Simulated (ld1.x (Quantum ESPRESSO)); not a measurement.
**Se, ultrasoft: configuration errors across variants**

```json
{
  "Element": "Se",
  "Generator": "ld1.x (Quantum ESPRESSO) 7.5",
  "Type": "ultrasoft",
  "Functional": "PBE",
  "Relativity": "scalar-relativistic",
  "Frozen core": "[Ar] 3d10",
  "Valence charge": "6",
  "Reference configuration": "4s2 4p4",
  "Partial waves": "4s (bound): rcut 1.40, rcutus 1.60 bohr; 4s channel at 0.2 Ry: rcut 1.40, rcutus 1.60 bohr; 4p (bound): rcut 1.60, rcutus 1.75 bohr; 4p channel at 2.7 Ry: rcut 1.60, rcutus 1.75 bohr",
  "Local potential": "all-electron potential smoothed inside 1.55 bohr (lloc = -1)",
  "Core correction": "a·sin(br)/r model core inside 0.95 bohr",
  "Augmentation charge": "PSQ, radius 1.15 bohr"
}
```

All-electron excitation energies from the reference (eV): (1) 4s2 4p3 10.845; (2) 4s2 4p2 31.193; (3) 4s2 4p1 62.061; (4) 4s0 4p6 21.964; (5) 4s1 4p5 10.881; (6) 4s2 4p3.5 4.310; (7) 4s1 4p4 22.382.

The overlap operator is not positive definite (basis up to 400 Ry) in “all radii but the core radius scaled by about 1.29 (s 2.06, p 2.26 bohr, rcut 1.80/2.06); local potential all-electron potential smoothed inside 2.00 bohr (lloc = -1); augmentation PSQ, radius 1.48 bohr”. Such files are unfit for use, however small their errors in these radial tests.

4 further variants failed, have other tests or too few solved ones, and are left out.

Errors AE − PS in meV (a dash: test not solved or not reliable):

| change | (1) | (2) | (3) | (4) | (5) | (6) | (7) | bound ghosts |
| --- | --- | --- | --- | --- | --- | --- | --- | --- |
| base | -4.3 | -27 | -99 | -24 | -6.5 | -1.1 | -18 | none |
| all radii but the core radius scaled by about 1.15 (s 1.84, p 2.00 bohr, rcut 1.60/1.84); local potential all-electron potential smoothed inside 1.78 bohr (lloc = -1); augmentation PSQ, radius 1.32 bohr | -4.0 | -24 | -85 | -22 | -5.8 | -1.1 | -16 | none |
| all radii but the core radius scaled by about 1.22 (s 1.96, p 2.14 bohr, rcut 1.72/1.96); local potential all-electron potential smoothed inside 1.90 bohr (lloc = -1); augmentation PSQ, radius 1.40 bohr | -3.7 | -22 | -78 | -21 | -5.6 | -1.0 | -15 | none |
| all radii but the core radius scaled by about 1.29 (s 2.06, p 2.26 bohr, rcut 1.80/2.06); local potential all-electron potential smoothed inside 2.00 bohr (lloc = -1); augmentation PSQ, radius 1.48 bohr | +5.5 | -4.4 | -63 | -15 | -4.9 | +2.1 | -12 | not determined (overlap not positive) |

Question: Give the same row for: all radii but the core radius scaled by about 1.06 (s 1.70, p 1.84 bohr, rcut 1.48/1.70); local potential all-electron potential smoothed inside 1.64 bohr (lloc = -1); augmentation PSQ, radius 1.22 bohr.

Answer: -4.2, -26, -94, -22, -6.1, -1.1, -17; bound ghosts: none.
